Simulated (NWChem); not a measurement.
System meant: H$_{2}$TeSe$_{2}$; SMILES [SeH][Te][SeH]

NWChem input:

```
start job
memory heap 200 mb stack 900 mb global 1100 mb
geometry units angstroms noautoz
  Te     0.000000     0.000000     0.877717
  Se    -2.032099    -0.031313    -0.673922
  H     -2.138261     1.447740    -0.829313
  Se     2.032099     0.031313    -0.673922
  H      2.138261    -1.447740    -0.829313
end
basis spherical
  * library def2-svp
end
ecp
  Te library def2-ecp
end
dft
  odft
  mult 2
  xc xpbe96 cpbe96
  iterations 150
  mulliken
end
task dft energy
```

End of the output:

```
 Summary of "ao basis" -> "" (spherical)
 ------------------------------------------------------------------------------
       Tag                 Description            Shells   Functions and Types
 ---------------- ------------------------------  ------  ---------------------
 *                          def2-svp                  on all atoms

 Summary of "ao basis" -> "ao basis" (spherical)
 ------------------------------------------------------------------------------
       Tag                 Description            Shells   Functions and Types
 ---------------- ------------------------------  ------  ---------------------
 Te                         def2-svp                10       26   4s4p2d
 Se                         def2-svp                12       32   5s4p3d
 H                          def2-svp                 3        5   2s1p

 Summary of "ao basis" -> "ao basis" (spherical)
 ------------------------------------------------------------------------------
       Tag                 Description            Shells   Functions and Types
 ---------------- ------------------------------  ------  ---------------------
 Te                         def2-svp                10       26   4s4p2d
 Se                         def2-svp                12       32   5s4p3d
 H                          def2-svp                 3        5   2s1p

      Symmetry analysis of basis
      --------------------------

        a          51
        b          49

  number of electrons :                   94
  multiplicity        :                    2
 ------------------------------------------------------------------------
  no. of electrons and multiplicity not compatible                  94
 ------------------------------------------------------------------------
 ------------------------------------------------------------------------
  current input line :
    23: task dft energy
 ------------------------------------------------------------------------
 ------------------------------------------------------------------------
 There is an error in the input file
 ------------------------------------------------------------------------
 For more information see the NWChem manual at https://nwchemgit.github.io

0: no. of electrons and multiplicity not compatible:Received an Error in Communication
```

Task: Can this run be used? If not, why, and what is the fix?

Result: The input was rejected before any calculation. Cause: the multiplicity doesn't fit the number of electrons (an even count wants an odd multiplicity, and the reverse). This input runs:
```
start job
memory heap 200 mb stack 900 mb global 1100 mb
geometry units angstroms noautoz
  Te     0.000000     0.000000     0.877717
  Se    -2.032099    -0.031313    -0.673922
  H     -2.138261     1.447740    -0.829313
  Se     2.032099     0.031313    -0.673922
  H      2.138261    -1.447740    -0.829313
end
basis spherical
  * library def2-svp
end
ecp
  Te library def2-ecp
end
dft
  xc xpbe96 cpbe96
  iterations 150
  mulliken
end
task dft energy
```
It converges to -5071.05287 Ha (PBE/def2-SVP with def2 effective core potentials on Te).
